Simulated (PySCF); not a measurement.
Al(H)(NHMe)2 (C2H9AlN2), SMILES C[NH][AlH][NH]C. Geometry: PBE-D3(BJ)/def2-SVP. The structure was generated by enumeration; whether it is a known compound was not checked. Other conformers were not sampled.

Q: Give the equilibrium geometry at PBE-D3(BJ)/def2-SVP (PySCF confirms it by a frequency run) as Cartesian coordinates in Å, and its point group. (Estimate from the structure and the level; the computed values follow.)

A: One answer among several that fit: point group Cs.
```xyz
14

Al     0.8124    -0.0407     0.0000
H      2.3359    -0.5061     0.0000
N     -0.5041    -1.2591     0.0000
C     -0.3684    -2.7044     0.0000
H     -1.4857    -0.9672     0.0000
H     -0.8241    -3.1887     0.8963
H     -0.8241    -3.1887    -0.8963
H      0.7052    -2.9878     0.0000
N      0.4213     1.7106     0.0000
C     -0.8603     2.3896     0.0000
H      1.2048     2.3706     0.0000
H     -1.0156     3.0365     0.8961
H     -1.0156     3.0365    -0.8961
H     -1.6902     1.6521     0.0000
```
Charge 0, spin multiplicity 1.
